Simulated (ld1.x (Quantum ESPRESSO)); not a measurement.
What one change does to a pseudopotential (nitrogen, TM)

ld1.x (Quantum ESPRESSO) 7.5 input, shortened:

```
&input
   title='N', zed=7., rel=1, dft='PZ', iswitch=3,
   config='[He] 2s2 2p2.75 3d-2'
 /
 &inputp
   pseudotype=2, tm=.true., lloc=1,
   nlcc=.false.
 /
3
2S  1  0   2.00   0.00  1.00  1.00  0.0
3D  3  2  -2.00   0.15  1.30  1.30  0.0
2P  2  1   2.75   0.00  1.25  1.25  0.0
 &test
   configts(1)='2s2 2p2.75'
 /
```

Change: local potential all-electron potential smoothed inside 0.90 bohr (lloc = -1).

Cutoffs: the cutoffs (Ry, on a coarse ladder) from which the occupation-weighted sum of valence levels, in a spherical-Bessel basis at the reference potential, stays within 10 and 1 mRy of its value at 400 Ry; they do not see the model core or the augmentation charge, which bear on the density cutoff. Errors are all-electron minus pseudo energies relative to the spin-unpolarised reference configuration.

**Question.** How do hardness, ghosts and transferability respond?

**Answer.** The potential gets neither clearly harder nor softer (70 Ry and 140 Ry → 70 Ry and 140 Ry); of the 9 tests that both files solve, the error grows in 3 and shrinks in 0 by more than 15 % and 0.3 meV (median size 15.2 → 15.3 meV); neither file shows a bound ghost.

```tsv
quantity	base	changed
cutoff, loose	70 Ry	70 Ry
cutoff, tight	140 Ry	140 Ry
loose cutoff by channel (10 mRy a level)	s 45 Ry, p 55 Ry	s 45 Ry, p 60 Ry
bound ghosts	none	none
error for 2s2 2p3, meV [ΔE -2.19 eV]	+0.1	+0.3
error for 2s2 2p2, meV [ΔE 11.54 eV]	+3.2	+5.5
error for 2s2 2p1, meV [ΔE 40.51 eV]	+66	+80
error for 2s2 2p0, meV [ΔE 87.68 eV]	+399	+425
error for 2s2 2p2.5, meV [ΔE 2.98 eV]	0.0	+0.2
error for 2s1 2p3, meV [ΔE 23.00 eV]	+1.7	+4.0
error for 2s1 2p4, meV [ΔE 9.02 eV]	+15	+15
error for 2s2 2p2.75 (spin-polarised), meV [ΔE -2.61 eV]	+271	+272
error for 2s2 2p3 (spin-polarised), meV [ΔE -5.08 eV]	+290	+291
s: phases at 1.40 bohr within 0.05 rad from the reference energy up to (Ry; the scan ends near 5)	to the end of the scan	to the end of the scan
p: phases at 1.40 bohr within 0.05 rad from the reference energy up to (Ry; the scan ends near 5)	to the end of the scan	to the end of the scan
d: phases at 1.40 bohr within 0.05 rad from the reference energy up to (Ry; the scan ends near 5)	to the end of the scan	to the end of the scan
```
